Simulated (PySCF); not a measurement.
Job file and geometry (Å, from GFN2-xTB) of a spin–spin coupling run on SMILES [GeH3][O]C1CC1, C3H8GeO, B3LYP/pcJ-1 Ge:pcSseg-1 indirect spin-spin coupling, non-relativistic, gas phase in PySCF 2.14.0, density-fitted response routines; density fitting, a coarse starting grid and PySCF grid level 2 are the driver's defaults:

```
{"job": {"kind": "j", "xc": "B3LYP", "basis": "pcJ-1"}, "charge": 0, "multiplicity": 1}
Ge     1.954123     1.009318     0.408059
O      0.723981    -0.136904     0.882816
C     -0.185316    -0.808477     0.073345
C     -1.621486    -0.814014     0.493501
C     -1.197638    -0.053152    -0.730088
H      2.552505     1.292090     1.739782
H      1.341943     2.226204    -0.230782
H      2.921508     0.377511    -0.555289
H      0.221955    -1.719093    -0.356756
H     -1.877593    -0.242570     1.371608
H     -2.190857    -1.722442     0.371625
H     -1.471546    -0.432612    -1.702673
H     -1.175967     1.024628    -0.661467
```

**Question.** What does the program print?

**Answer.** 
```
coarse grid: 47912 points
cycle   1  E = -2271.0130635514  dE = -1.622e-02  |g| = 1.183e+00  |ddm| = 2.996e+00
cycle   2  E = -2270.6688526072  dE =  3.442e-01  |g| = 1.780e+00  |ddm| = 2.021e+00
cycle   3  E = -2271.1437810712  dE = -4.749e-01  |g| = 3.550e-01  |ddm| = 1.663e+00
cycle   4  E = -2271.1647337737  dE = -2.095e-02  |g| = 8.785e-02  |ddm| = 2.876e-01
cycle   5  E = -2271.1657644961  dE = -1.031e-03  |g| = 1.582e-02  |ddm| = 7.370e-02
cycle   6  E = -2271.1658188190  dE = -5.432e-05  |g| = 5.099e-03  |ddm| = 1.737e-02
cycle   7  E = -2271.1658239083  dE = -5.089e-06  |g| = 8.454e-04  |ddm| = 4.064e-03
final grid: 100848 points
cycle   8  E = -2271.1658511816  dE =  1.169e-08  |g| = 1.075e-03  |ddm| = 2.175e-03
cycle   9  E = -2271.1658509856  dE =  1.960e-07  |g| = 1.498e-03  |ddm| = 2.090e-03
cycle  10  E = -2271.1658514012  dE = -4.157e-07  |g| = 2.139e-04  |ddm| = 1.240e-03
cycle  11  E = -2271.1658514089  dE = -7.676e-09  |g| = 2.731e-05  |ddm| = 1.513e-04
cycle  12  E = -2271.1658514090  dE = -1.273e-10  |g| = 4.804e-06  |ddm| = 2.912e-05
converged SCF energy = -2271.1658514090

Indirect spin-spin couplings (Hz)
  i      j    bonds     total        FC       PSO       DSO        SD
  1 O    2 C    1     23.481    23.489     0.201    -0.209         -
  1 O    3 C    2     -5.638    -5.755     0.142    -0.024         -
  1 O    4 C    2      1.169     0.899     0.287    -0.017         -
  1 O    5 H    2    -21.074   -21.110    -0.142     0.179         -
  1 O    6 H    2     -2.261    -2.543    -0.158     0.440         -
  1 O    7 H    2     -2.647    -2.935    -0.146     0.434         -
  1 O    8 H    2     -8.168    -7.564    -0.568    -0.036         -
  1 O    9 H    3     -3.077    -2.881    -0.026    -0.170         -
  1 O   10 H    3     -3.558    -3.519    -0.188     0.150         -
  1 O   11 H    3      0.319     0.295    -0.153     0.177         -
  1 O   12 H    3     -4.388    -4.158    -0.102    -0.128         -
  2 C    3 C    1     19.997    21.119    -1.373     0.252         -
  2 C    4 C    1     14.900    15.910    -1.269     0.260         -
  2 C    5 H    3      7.972     8.393     0.306    -0.727         -
  2 C    6 H    3     -0.449    -0.320     0.076    -0.205         -
  2 C    7 H    3     -0.295    -0.178     0.027    -0.144         -
  2 C    8 H    1    189.055   188.002    -0.281     1.334         -
  2 C    9 H    2     -4.233    -4.337     0.250    -0.146         -
  2 C   10 H    2      0.157     0.044     0.285    -0.172         -
  2 C   11 H    2      0.035    -0.119     0.307    -0.153         -
  2 C   12 H    2     -3.379    -3.531     0.253    -0.101         -
  3 C    4 C    1     14.326    14.560    -0.426     0.192         -
  3 C    8 H    2      1.849     1.829     0.270    -0.250         -
  3 C    9 H    1    169.135   167.588     0.652     0.896         -
  3 C   10 H    1    165.394   163.745     0.807     0.842         -
  3 C   11 H    2     -2.555    -2.795     0.574    -0.333         -
  3 C   12 H    2     -1.878    -2.095     0.480    -0.263         -
  4 C    5 H    4     -0.333    -0.008     0.234    -0.559         -
  4 C    7 H    4     -0.168    -0.041     0.076    -0.203         -
  4 C    8 H    2      2.422     2.384     0.265    -0.226         -
  4 C    9 H    2     -1.871    -2.069     0.480    -0.282         -
  4 C   10 H    2     -2.512    -2.742     0.560    -0.331         -
  4 C   11 H    1    165.406   163.704     0.823     0.880         -
  4 C   12 H    1    165.162   163.423     0.771     0.968         -
  5 H    6 H    2     17.659    21.792     1.332    -5.465         -
  5 H    7 H    2     17.703    21.879     1.367    -5.543         -
  5 H    8 H    4     -1.654    -0.400     1.125    -2.379         -
  5 H    9 H    5     -0.243     0.123     0.291    -0.657         -
  5 H   11 H    5     -1.001     0.066     1.074    -2.141         -
  5 H   12 H    5     -1.427    -0.018     0.517    -1.925         -
  6 H    7 H    2     23.233    26.741     1.126    -4.634         -
  6 H   10 H    5     -0.195    -0.033     1.009    -1.171         -
  6 H   11 H    5      0.180    -0.067     0.366    -0.119         -
  6 H   12 H    5      1.228     0.088    -1.481     2.621         -
  7 H    8 H    4      0.514     0.286    -0.284     0.512         -
  7 H    9 H    5     -0.747     0.113     0.942    -1.802         -
  7 H   10 H    5     -0.255     0.083     0.871    -1.209         -
  7 H   12 H    5     -0.926    -0.046     0.332    -1.212         -
  8 H    9 H    3      3.263     3.178     2.708    -2.622         -
  8 H   10 H    3      7.213     7.112     0.219    -0.118         -
  8 H   11 H    3      7.086     6.944     0.195    -0.053         -
  8 H   12 H    3      3.463     3.323     2.666    -2.526         -
  9 H   10 H    2     -6.844    -7.128     3.232    -2.948         -
  9 H   11 H    3      7.846     7.759     2.796    -2.708         -
  9 H   12 H    3     12.771    12.589     0.195    -0.013         -
 10 H   11 H    3     11.583    11.539     0.467    -0.423         -
 10 H   12 H    3      7.703     7.585     2.771    -2.653         -
 11 H   12 H    2     -6.443    -6.863     3.173    -2.753         -
```

Size and cost of the density-fitted run: 229 basis functions, 32 s wall time on 1 thread of an Arm Neoverse V2, shared host.
